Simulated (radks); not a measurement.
Task: Species: the ruthenium ion Ru3+. Configuration: [Ar] 3d10 4s1 4p6 4d5 5d1 (not the ground configuration). Calculated with a radial shooting solver on a logarithmic mesh with Libxc functionals: Dirac Kohn-Sham, exchange-only PBE, spin-unpolarised, spherical densities, point nucleus; open shells are shared between the two j in proportion to 2j + 1. Some entries of the table are withheld. Estimate them.

| orbital | occ. | eigenvalue (Ry) | r(max) (bohr) |
|---|---|---|---|
| 1s1/2 | 2 | (1) | 0.02171 |
| 2s1/2 | 2 | -235.1590 | 0.1230 |
| 2p1/2 | 2 | (2) | 0.09547 |
| 2p3/2 | 4 | (3) | 0.09946 |
| 3s1/2 | 2 | -44.23518 | 0.3617 |
| 3p1/2 | 2 | -37.41097 | (4) |
| 3p3/2 | 4 | -35.77618 | (5) |
| 3d3/2 | 4 | -23.69773 | 0.2993 |
| 3d5/2 | 6 | -23.37895 | 0.3020 |
| 4s1/2 | 1 | -8.81539 | 0.9076 |
| 4p1/2 | 2 | -6.73237 | 0.9540 |
| 4p3/2 | 4 | -6.46413 | 0.9772 |
| 4d3/2 | 2 | -3.27907 | 1.130 |
| 4d5/2 | 3 | -3.24468 | 1.139 |
| 5s1/2 | 0 | -2.37841 | 2.221 |
| 5p1/2 | 0 | (6) | 2.507 |
| 5p3/2 | 0 | (7) | 2.561 |
| 5d3/2 | 0.4 | -1.13911 | 3.477 |
| 5d5/2 | 0.6 | -1.13400 | 3.496 |
| 4f5/2 | 0 | (8) | 2.943 |
| 4f7/2 | 0 | (9) | 2.945 |
| 6d3/2 | 0 | -0.61318 | (10) |
| 6d5/2 | 0 | -0.61104 | (11) |

Result: 
(1) 1s1/2 eigenvalue (Ry): -1615.186
(2) 2p1/2 eigenvalue (Ry): -217.5650
(3) 2p3/2 eigenvalue (Ry): -207.9389
(4) 3p1/2 r(max) (bohr): 0.3485
(5) 3p3/2 r(max) (bohr): 0.3580
(6) 5p1/2 eigenvalue (Ry): -1.87072
(7) 5p3/2 eigenvalue (Ry): -1.82933
(8) 4f5/2 eigenvalue (Ry): -0.90390
(9) 4f7/2 eigenvalue (Ry): -0.90362
(10) 6d3/2 r(max) (bohr): 7.088
(11) 6d5/2 r(max) (bohr): 7.112
